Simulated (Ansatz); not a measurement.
`N[Si](N)(F)Cl` + HBr → `N[Si](F)(Cl)Br` + NH₃ at 298.15 K and 1 bar (ligand exchange at the Si–N bond).

Isolated molecules relaxed with PBE0-D4/def2-TZVP in Ansatz; ΔE leaves out vibrations. CBS: MP2 limit from def2 TZ/QZ plus the TZ coupled-cluster correction, frozen cores. This one scheme is used for every species. For Br outer-core shells are correlated without core-valence functions, which leaves a few kJ/mol of doubt a bond. Scalar relativity is left out up to krypton. Each species was taken in one conformer, which may not be the lowest.

```
         species  CCSD(T)/CBS energy (Eh)  H − E (kJ/mol)  S (J/(mol·K))
 `N[Si](N)(F)Cl`               -960.67132           174.0          341.8
             HBr              -2573.91920            24.6          198.6
`N[Si](F)(Cl)Br`              -3478.08790           106.1          362.1
             NH₃                -56.50880           100.5          192.4
```

H − E and S are ideal-gas, rigid-rotor, harmonic terms from PBE0-D4/def2-TZVP, for one conformer and one mirror image of each species. 1 Eh = 2625.50 kJ/mol, R = 8.31446 J/(mol·K).

**Question.** By hand: ΔE, ΔH, ΔS and ΔG.

**Answer.** ΔE = (-3478.08790) + (-56.50880) − (-960.67132) − (-2573.91920) = -0.00618 Eh = -16.2 kJ/mol. Δ(H − E) = 106.1 + 100.5 − 174.0 − 24.6 = 8.0, so ΔH = -8.2 kJ/mol. ΔS = 362.1 + 192.4 − 341.8 − 198.6 = 14.1 J/(mol·K). ΔG = -8.2 − 298.15 × (14.1)/1000 = -12.4 kJ/mol.

**Question.** By hand: the equilibrium constant, and the temperature at which ΔG would vanish if ΔH and ΔS stayed fixed.

**Answer.** log₁₀ K = −ΔG/(RT ln 10) = 2.2. ΔH and −TΔS have one sign here, so there is no such temperature.

TΔS isn't small against ΔH here. A doubt of 5 kJ/mol in ΔE shifts log₁₀ K by 0.9 here. Other conformers and mirror images would add mixing entropy, several J/(mol·K) or more a flexible species. These are equilibria of isolated gas molecules and say nothing of rates. Largest T1 diagnostic: 0.010 (customary marks: 0.02 for closed shells, 0.045 for open ones).
